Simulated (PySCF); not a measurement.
Results of a calculation; reference values are marked as such.
# Si2H4O2F

Si2H4O2F is a small molecule (built as: Si site whose three back bonds go to OSiH3, OH, F), neutral, doublet. The structure, one conformer, was relaxed in the gas phase by PBE0-D3(BJ)/def2-SVP. No frequency run checks that it is a minimum.

SMILES: O[Si](F)O[SiH3]

```csv
atom,x (Å),y (Å),z (Å)
Si1,0.979,1.104,0.198
O2,0.081,-0.261,0.170
Si3,-1.354,-1.083,0.329
O4,1.344,1.465,-1.373
F5,2.349,0.783,1.011
H6,-1.861,-0.949,1.727
H7,-1.103,-2.516,0.017
H8,-2.369,-0.527,-0.612
H9,1.915,2.227,-1.518
```

EPR values by unrestricted B3LYP, IGLO-III on F O Si, pcH-1 on H.

**Question.** Predict g and the largest hyperfine couplings. Where does the spin sit?

**Answer.** g = 2.0002, 2.0007, 2.0019. The spin sits on Si1 (88 %, bonded to 1 F + 2 O) by Mulliken populations.
```
atom  isotope  isotropic (MHz)  dipolar, principal values (MHz)
 Si1     29Si          -1145.6               -109.1, 54.1, 54.9
  F5      19F            376.3            -128.6, -122.0, 250.7
  O2      17O            -61.6                -26.1, 12.5, 13.6
  O4      17O            -42.0                -35.5, 17.2, 18.3
  H9       1H             -8.1                -11.0, -3.8, 14.8
  H7       1H              5.5                  -1.1, -0.8, 1.9
```

**Question.** How do the isotropic couplings move with BHandHLYP?

**Answer.** Si1 -1145.6 to -1177.6 MHz, F5 376.3 to 395.6 MHz, O2 -61.6 to -62.5 MHz, O4 -42.0 to -45.2 MHz.
